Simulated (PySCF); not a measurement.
## Excitation energy of I⁺ by level of theory

I⁺ [Kr] 4d10 5s2 5p4 (3P) → I⁺ [Kr] 4d10 5s1 5p4 5d1 (high-spin determinant), as a difference of total energies. All numbers are calculated (PySCF 2.14, the non-relativistic Hamiltonian (point nucleus), in dyall-av2z (22s16p12d, 130 functions)). Correlated levels: valence: [Kr] 4d10 frozen; virtual orbitals above 40 to 60 times the deepest correlated orbital energy dropped. The calculations carry no spin-orbit coupling.

```json
{"method": "UHF", "excitation energy (cm⁻¹)": "148780"}
{"method": "MP2 (valence)", "excitation energy (cm⁻¹)": "151810"}
{"method": "SCS-MP2 (valence)", "excitation energy (cm⁻¹)": "151790"}
{"method": "CCSD (valence)", "excitation energy (cm⁻¹)": "146730"}
{"method": "CCSD(T) (valence)", "excitation energy (cm⁻¹)": "145690"}
```

The promoted electron is Rydberg-like, and one or two diffuse shells describe it only roughly, which tends to raise the upper state.

The coupled-cluster amplitudes are large for the upper state (T1 above 0.03 or a double amplitude above 0.15), so a single reference is strained.

The determinant of the upper state mixes LS terms, which raises its energy above the lowest term, most at the Hartree-Fock and MP2 levels.
